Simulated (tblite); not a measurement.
C6H8Si.
Geometry (GFN2-xTB, Å), atoms numbered from 1 in this order:
```xyz
15
C6H8Si angstrom
C      3.325    0.590   -0.149
C      2.132    0.461   -0.208
C      0.732    0.299   -0.267
C     -0.133    1.317   -0.379
Si    -1.903    0.712   -0.424
C     -1.335   -1.062    0.001
C      0.182   -1.103   -0.231
H      4.366    0.711   -0.100
H      0.212    2.338   -0.436
H     -2.531    0.821   -1.746
H     -2.773    1.302    0.597
H     -1.832   -1.835   -0.581
H     -1.548   -1.279    1.048
H      0.408   -1.577   -1.191
H      0.694   -1.687    0.539
```

All values are computed: GFN2-xTB (tblite) harmonic vibrations without scaling, gas phase. Errors from tens to a few hundred cm⁻¹ against measured bands are possible. Modes of hydrogen on silicon can be 10 to 20 % off. One conformer, not necessarily the lowest.

Harmonic wavenumbers (cm⁻¹): 83.3, 116.9, 133.0, 275.6, 406.2, 441.8, 460.0, 478.2, 504.5, 510.4, 631.9, 646.6, 658.4, 715.5, 749.4, 795.2, 799.4, 834.1, 879.8, 928.5, 1051.0, 1113.8, 1126.3, 1183.0, 1237.7, 1251.6, 1319.4, 1469.0, 1494.1, 1611.5, 2215.4, 2239.2, 2241.4, 2933.4, 2963.7, 2987.3, 3013.4, 3087.2, 3392.5.

A = 5529, B = 1386, C = 1142 MHz; mass 108.040 u (most abundant isotopes); point group C1, symmetry number 1.

Problem. Zero-point energy?

Solution. ½Σν̃ = 24490 cm⁻¹ = 70.02 kcal/mol.

Problem. Give the ideal-gas entropy at 350 K and 1 bar in the rigid-rotor, harmonic-oscillator model (classical rotation).

Solution. Translation 40.77, rotation 28.48, vibration 23.14: S = 92.4 cal/(mol K).

Problem. And Cp and H(350 K) − H(0)?

Solution. Cp = 36.91 cal/(mol K), of which vibrations give 28.96 (their classical limit is 39 R = 77.5); H(350 K) − H(0) = 7.43 kcal/mol without the zero-point energy, 4.65 from vibrations.

Problem. Which modes carry the vibrational entropy at 350 K?

Solution. 83.3 cm⁻¹: 4.13; 116.9 cm⁻¹: 3.46; 133.0 cm⁻¹: 3.21; 275.6 cm⁻¹: 1.84; 406.2 cm⁻¹: 1.18; 441.8 cm⁻¹: 1.05 cal/(mol K); the other 33 give 8.26 together.

Problem. What must be added to the electronic energy to get the Gibbs energy at 350 K and 1 bar?

Solution. ZPE + [H(350 K) − H(0)] − T·S = 70.02 + 7.43 − 32.34 = 45.11 kcal/mol.

Problem. How do the functions run with temperature in this model?

Solution. 
```csv
T (K),S (cal/(mol K)),Cp (cal/(mol K)),H − H(0) (kcal/mol),G − H(0) (kcal/mol),ln q(vib)
50,55.0,10.8,0.44,-2.31,0.15
100,63.5,14.1,1.07,-5.28,0.75
298.15,86.8,32.5,5.63,-20.26,3.99
373.15,94.8,38.7,8.31,-27.07,5.41
500,107.4,47.3,13.79,-39.91,7.90
750,128.9,58.6,27.14,-69.53,12.76
1000,146.8,65.9,42.77,-104.06,17.32
```

q(vib) and H(0) count from the zero-point level.

Problem. Blend soft modes into free rotors: weight 1/[1 + (100 cm⁻¹/ν̃)⁴] for the oscillator and the rest for a rotor with moment μB/(μ + B), μ = h/(8π²ν), B = 10⁻⁴⁴ kg m². What vibrational entropy results?

Solution. 22.20 cal/(mol K) in place of 23.14, which changes −T·S at 350 K by +0.33 kcal/mol.

Hindered rotation and anharmonicity are outside this model. Other conformers, if any are populated, would add a mixing term that is left out. The structure is chiral; the term R ln 2 for an equal mix with its mirror image is left out.
